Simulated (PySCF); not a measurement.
Distorted geometries of Tb2I6

Tb2I6 (singlet in the valence; each metal's 4f electrons, 8 of them, lie in its core potential, out of spins and levels). PySCF 2.14.0, RKS B3LYP, Tb lcecp-1-SVP with ECP54, I def2-SVP with ECP28; non-relativistic Hamiltonian with scalar-relativistic core potentials where named; density fitting; no spin-orbit coupling. Relaxed geometry:

```xyz
8

Tb    0.0000    0.0000    2.1723
Tb    0.0000    0.0000   -2.1723
I     2.1815    0.0000    0.0000
I    -2.1815    0.0000    0.0000
I     0.0000    2.4298    3.6692
I     0.0000   -2.4298    3.6692
I     0.0000    2.4298   -3.6692
I     0.0000   -2.4298   -3.6692
```

Order these distorted geometries by energy above the relaxed one, lowest first.
A.
```xyz
8

Tb   -0.0357    0.0189    2.1035
Tb    0.0697    0.0547   -2.1697
I     2.0922    0.0652   -0.0456
I    -2.1432   -0.0021   -0.1494
I    -0.0434    2.5243    3.8427
I     0.1099   -2.4014    3.6140
I    -0.0355    2.2527   -3.5027
I    -0.0141   -2.5122   -3.6927
```
B.
```xyz
8

Tb   -0.0399   -0.0965    2.1752
Tb   -0.0532    0.0449   -2.1987
I     2.2425   -0.0761    0.0565
I    -2.1796    0.0710    0.0118
I     0.0259    2.4242    3.7193
I     0.0550   -2.5173    3.6889
I     0.0241    2.5561   -3.7310
I    -0.0748   -2.4062   -3.7221
```
C.
```xyz
8

Tb   -0.1233   -0.0329    2.2496
Tb    0.0188    0.0440   -2.1672
I     2.2449   -0.0755   -0.0157
I    -2.1836   -0.1311    0.0972
I    -0.0305    2.4951    3.5267
I    -0.0674   -2.3526    3.5640
I    -0.0194    2.4964   -3.6198
I     0.1606   -2.4435   -3.6349
```

B (0.13 eV), C (0.31 eV), A (0.74 eV).

Which forces (eV/Å) act in the one that lies 0.74 eV up?


```
Tb  -0.20  0.84  0.87
Tb  -0.20 -4.04  0.82
I    0.79  0.04  0.45
I   -0.29  0.02  0.36
I    0.00 -0.93 -0.69
I    0.00  0.08 -0.10
I   -0.14  3.34 -2.03
I    0.04  0.64  0.33
```
Forces carry noise of the integration grid, about 0.01 to 0.03 eV/Å.

No frequency check is given that shows the relaxed geometry to be a minimum. An lcecp potential fixes the number of 4f electrons, so in runs with it no electron can move into or out of that shell.
